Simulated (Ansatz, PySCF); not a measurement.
This PySCF input computes a r2SCAN/def2-TZVPD energy:

```python
from pyscf import gto, scf, dft

mol = gto.M(
    atom='''
    Al    0.03958841    0.04681666    1.24054005
    Al   -0.03958841   -0.04681666   -1.24054005
    H     1.32878707   -0.34647556    2.14043714
    H    -1.19064031    0.50984583    2.18852106
    H     1.19064031   -0.50984583   -2.18852106
    H    -1.32878707    0.34647556   -2.14043714
    ''',
    basis='def2-tzvpd',
    charge=-1,
    spin=1,
    verbose=4,
)

mf = dft.UKS(mol, xc='r2scan').density_fit(auxbasis='def2-universal-jkfit')
mf.grids.level = 4
mf.conv_tol = 1e-9
mf.max_cycle = 100
mf.max_memory = 1500
mf.kernel()
if not mf.converged:
    mf = mf.newton()
    mf.kernel(mf.make_rdm1())
for _ in range(2):
    mo, _, stable, _ = mf.stability(return_status=True)
    if stable:
        break
    mf.kernel(mf.make_rdm1(mo, mf.mo_occ))
mf.analyze()
```

Task: Write an input for the same energy in Ansatz (an electronic-structure program) and say what it gives.

Result: 
Ansatz 0.2 input:
```yaml
crystal:
  periodic: [false, false, false]
  atoms:
    - {symbol: Al, position_ang: [0.03958841, 0.04681666, 1.24054005]}
    - {symbol: Al, position_ang: [-0.03958841, -0.04681666, -1.24054005]}
    - {symbol: H, position_ang: [1.32878707, -0.34647556, 2.14043714]}
    - {symbol: H, position_ang: [-1.19064031, 0.50984583, 2.18852106]}
    - {symbol: H, position_ang: [1.19064031, -0.50984583, -2.18852106]}
    - {symbol: H, position_ang: [-1.32878707, 0.34647556, -2.14043714]}
basis:
  gaussian:
    orbitals: def2-TZVPD
hamiltonian:
  xc: {name: r2SCAN}
total_charge: -1
magnetization: {spin_polarized: true, initial_magnetization: 1}
output: {forces: true}
```
It gives -487.21543 Eh, and PySCF -487.21550 Eh, a difference of 0.07 mEh, from the treatment of integrals and grids.

It need not be the lowest isomer of its formula.
